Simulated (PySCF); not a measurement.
VS2 at several levels of theory

All levels use the PBE0 minimum (doublet; V–S 2.019 Å (×2); S–V–S 112.6°), basis [V def2-SVP, S def2-SVP], no relativity, density fitting, no spin–orbit coupling, PySCF. For vertical energies the ionised species is a singlet (spins chosen at PBE0 and kept) and the electron-attached one a triplet. Atomisation goes to high-spin ground-configuration atoms, without zero-point energy. Open shells are unrestricted, also as the reference of the correlated levels. A dash marks a value that was not computed or is not defined at that level.

```
  level  atomisation (kJ/mol)  vertical IP (eV)  vertical EA (eV)  −ε(HOMO) (eV)  dipole (D)
   PBE0                   813              8.93              1.85           6.60        5.13
     HF                   145             11.17              1.80           8.26        5.46
    MP2                     –              4.83              1.86              –           –
    PBE                  1008              8.22              1.42           5.09        4.63
  B3LYP                   798              8.71              1.71           6.31        4.97
 r2SCAN                     –              8.62              1.73           5.76        5.14
  TPSSh                   897              8.62              1.64           6.11        5.14
   MN15                     –              8.86              1.84           7.11        5.09
r2SCAN0                     –              9.25              2.06           6.71        5.32
```

Spin contamination in at least one species weakens the values at: HF, MP2.

Without diffuse functions attachment energies tend to come out too low.

Other spin states or occupations of the open shell can lie lower.
